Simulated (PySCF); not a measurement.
## `C[C@H](C(F)F)S(=O)(=O)Cl`: 4 charge schemes on one density

Species: C3H5ClF2O2S.
Numbering: `[CH3:1][C@H:2]([CH:3]([F:4])[F:5])[S:6](=[O:7])(=[O:8])[Cl:9]` (hydrogens: H10, H11, H12 on C1; H13 on C2; H14 on C3)

Cartesian coordinates in Å at the GFN2-xTB level; atoms count from 1:
```xyz
14
C3H5ClF2O2S angstrom
C     -0.2269    1.4485   -0.4929
C     -0.2083   -0.0612   -0.4289
C     -1.1569   -0.6212    0.6105
F     -1.0740   -1.9674    0.6474
F     -2.4406   -0.3292    0.2919
S      1.4723   -0.5122    0.1359
O      2.4329    0.2650   -0.5734
O      1.4918   -0.4974    1.5615
Cl     1.7085   -2.4179   -0.4798
H     -1.2097    1.8085   -0.7936
H      0.5160    1.7921   -1.2077
H      0.0183    1.8634    0.4829
H     -0.3711   -0.5355   -1.3959
H     -0.9531   -0.2361    1.6201
```

Density: PBE0/pcSseg-1 (PySCF); schemes: Mulliken, IAO, Hirshfeld and ESP-fitted. Geometry: GFN2-xTB, one conformer, isolated molecule.

Q: Tabulate the Mulliken, IAO, Hirshfeld and ESP-fitted charges.

A: In e:

```json
{"atom": "C1", "environment": "methyl carbon", "Mulliken": "-0.216", "IAO": "-0.433", "Hirshfeld": "-0.115", "ESP-fitted": "-0.385"}
{"atom": "C2", "environment": "sp3 carbon bound to sulfur", "Mulliken": "-0.532", "IAO": "-0.316", "Hirshfeld": "-0.044", "ESP-fitted": "-0.083"}
{"atom": "C3", "environment": "CHF2 carbon", "Mulliken": "+0.602", "IAO": "+0.442", "Hirshfeld": "+0.141", "ESP-fitted": "+0.350"}
{"atom": "F4", "environment": "fluorine of a CF2 group", "Mulliken": "-0.286", "IAO": "-0.295", "Hirshfeld": "-0.095", "ESP-fitted": "-0.223"}
{"atom": "F5", "environment": "fluorine of a CF2 group", "Mulliken": "-0.293", "IAO": "-0.297", "Hirshfeld": "-0.095", "ESP-fitted": "-0.195"}
{"atom": "S6", "environment": "sulfonyl sulfur", "Mulliken": "+0.987", "IAO": "+1.956", "Hirshfeld": "+0.521", "ESP-fitted": "+0.645"}
{"atom": "O7", "environment": "sulfonyl oxygen", "Mulliken": "-0.468", "IAO": "-0.834", "Hirshfeld": "-0.273", "ESP-fitted": "-0.375"}
{"atom": "O8", "environment": "sulfonyl oxygen", "Mulliken": "-0.469", "IAO": "-0.839", "Hirshfeld": "-0.271", "ESP-fitted": "-0.363"}
{"atom": "Cl9", "environment": "chlorine bonded to S", "Mulliken": "-0.095", "IAO": "-0.238", "Hirshfeld": "-0.040", "ESP-fitted": "-0.058"}
{"atom": "H10", "environment": "methyl hydrogen", "Mulliken": "+0.160", "IAO": "+0.172", "Hirshfeld": "+0.059", "ESP-fitted": "+0.141"}
{"atom": "H11", "environment": "methyl hydrogen", "Mulliken": "+0.164", "IAO": "+0.177", "Hirshfeld": "+0.053", "ESP-fitted": "+0.153"}
{"atom": "H12", "environment": "methyl hydrogen", "Mulliken": "+0.137", "IAO": "+0.159", "Hirshfeld": "+0.052", "ESP-fitted": "+0.154"}
{"atom": "H13", "environment": "methine hydrogen", "Mulliken": "+0.190", "IAO": "+0.185", "Hirshfeld": "+0.058", "ESP-fitted": "+0.149"}
{"atom": "H14", "environment": "methine hydrogen", "Mulliken": "+0.120", "IAO": "+0.161", "Hirshfeld": "+0.047", "ESP-fitted": "+0.090"}
```

Mean size of the charges over all atoms: IAO 0.465 e, Mulliken 0.337 e, ESP-fitted 0.240 e, Hirshfeld 0.133 e. Each set sums to the total charge, 0, to within 0.001 e. The IAO scheme counts the electrons in orthogonalised intrinsic atomic orbitals, a minimal basis polarised so that it spans the occupied orbitals exactly.

Lowest charge. The schemes don't all agree: Mulliken C2 (-0.532); IAO O8 (-0.839); Hirshfeld O7 (-0.273); ESP-fitted C1 (-0.385).

Highest charge. All schemes agree: Mulliken S6 (+0.987); IAO S6 (+1.956); Hirshfeld S6 (+0.521); ESP-fitted S6 (+0.645).

Q: How many electrons does the Mulliken scheme count on C2?

A: Z − q = 6 − (-0.532) = 6.532.

Q: Sum the charges by element, for elements with more than one atom.

A: 
```
element  atoms  Mulliken     IAO  Hirshfeld  ESP-fitted
      C      3    -0.146  -0.307     -0.017      -0.117
      F      2    -0.579  -0.592     -0.190      -0.418
      O      2    -0.937  -1.673     -0.543      -0.738
      H      5    +0.770  +0.855     +0.270      +0.686
```

These values come from a run that also computed NMR shieldings. Rough CPU time on one thread of a shared machine: about 90 s.
